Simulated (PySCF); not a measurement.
One of the candidates below gave these computed data.

All candidates are C6H6F2O2.

| technique | computed result |
| --- | --- |
| NMR, other nuclei | isotropic shieldings of nuclei other than C and H, by class: 211 (1 O), 248 (1 O), 306 (1 F), 396 (1 F) ppm [GIAO PBE0/pcSseg-1] |
| Rotational structure | rotational constants A, B, C: 3.390, 0.772, 0.665 GHz [GFN2-xTB] |
| UV, first state | lowest singlet excitation: 4.31 eV (287 nm, f = 0.002) [TDDFT PBE0/def2-SVPD] |
| UV, strongest line | among the 6 lowest singlet transitions: S2 at 5.22 eV (238 nm, f = 0.012) [TDDFT PBE0/def2-SVPD] |
| 1H NMR | chemical shifts (computed TMS as zero) by class: 6.01 (1 H), 5.94 (1 H), 4.98 (1 H), 1.44 (3 H) ppm [GIAO PBE0/pcSseg-1] |
| Polarisability | 75.7 au [PBE0/def2-SVPD] |
| 13C NMR | chemical shifts (computed TMS as zero) by class: 166.6 (1 C), 146.6 (1 C), 128.7 (1 C), 114.0 (1 C), 89.5 (1 C), 22.9 (1 C) ppm [GIAO PBE0/pcSseg-1] |
| Dipole | 2.05 D [PBE0/def2-SVPD] |
| Triplet | lowest triplet excitation (Tamm–Dancoff): 3.24 eV [TDA PBE0/def2-SVPD] |

Gas-phase values; electronic properties from PySCF, density fitting. Levels stand in brackets. One conformer (not necessarily the lowest) at the GFN2-xTB geometry, without solvent, vibrations or thermal averaging. NMR values are class means; diastereotopic atoms form classes of their own.

**Question.** Which candidate is it?
A. `C[C@H](F)C1=COC(F)=CO1`
B. `Cc1ccc(OC(F)F)o1`
C. `O=C1CC(=O)[C@H](C(F)F)C1`

**Answer.** A. It is `C[C@H](F)C1=COC(F)=CO1`. Numbering: `[CH3:1][C@H:2]([F:3])[C:4]1=[CH:5][O:6][C:7]([F:8])=[CH:9][O:10]1`. Its formula, C6H6F2O2, gives 3 degrees of unsaturation: 1 ring and 2 π bonds in the structure found. 6 carbons fall into 6 classes; from least to most shielded: vinylic C–F carbon [C7] (166.6 ppm), vinylic carbon bearing oxygen [C4] (146.6 ppm), vinylic carbon bearing oxygen [C5] (128.7 ppm), vinylic carbon bearing oxygen [C9] (114.0 ppm), sp3 C–F carbon [C2] (89.5 ppm), methyl carbon [C1] (22.9 ppm). Hydrogen classes from least to most shielded: 1 H on a vinylic carbon bearing oxygen, C5 (6.01 ppm), 1 H on a vinylic carbon bearing oxygen, C9 (5.94 ppm), 1 H on an sp3 C–F carbon, C2 (4.98 ppm), 3 H on a methyl carbon, C1 (1.44 ppm). The other shieldings belong to: 211 ppm, cyclic ether oxygen [O6]; 248 ppm, cyclic ether oxygen [O10]; 306 ppm, vinyl fluorine [F8]; 396 ppm, alkyl fluorine [F3]. S1 is mainly HOMO→LUMO (weight 0.99); the largest Löwdin shares of the orbital it empties are 0.23 on a cyclic ether oxygen, 0.20 on a cyclic ether oxygen, 0.15 on a vinylic carbon bearing oxygen and 0.12 on the vinylic C–F carbon, of the orbital it fills 0.20 on a vinylic carbon bearing oxygen, 0.19 on a vinylic carbon bearing oxygen, 0.15 on the vinylic C–F carbon and 0.14 on a vinylic carbon bearing oxygen. The optimised geometry has point group C1 and is an asymmetric top.

The others, at the same levels:
- `O=C1CC(=O)[C@H](C(F)F)C1` fails: its computed 13C shifts are 215.5 (1 C), 213.1 (1 C), 121.4 (1 C), 57.8 (1 C), 50.2 (1 C), 38.6 (1 C) ppm, 1H shifts are 6.77 (1 H), 3.27 (1 H), 3.21 (1 H), 3.01 (1 H), 2.95 (1 H), 2.91 (1 H) ppm and rotational constant A is 2.023 GHz (against 3.390 GHz).
- `Cc1ccc(OC(F)F)o1` fails: its computed 13C shifts are 160.6 (1 C), 148.1 (1 C), 121.3 (1 C), 115.2 (1 C), 93.1 (1 C), 16.1 (1 C) ppm, 1H shifts are 7.25 (1 H), 6.31 (1 H), 5.71 (1 H), 2.36 (3 H) ppm and rotational constant A is 3.059 GHz (against 3.390 GHz).

Each candidate is one conformer, not necessarily the lowest. Dipoles, sizes and rotational constants follow the conformer. The torsions of the flexible species, by atom-mapped SMILES:
- `[CH3:1][C@H:2]([F:3])[C:4]1=[CH:5][O:6][C:7]([F:8])=[CH:9][O:10]1`: C1–C2–C4–C5 111°
- `[CH3:1][c:2]1[cH:3][cH:4][c:5]([O:6][CH:7]([F:8])[F:9])[o:10]1`: C4–C5–O6–C7 180°, C5–O6–C7–F8 -82°

The conformers of `O=C1CC(=O)[C@H](C(F)F)C1` aren't listed.
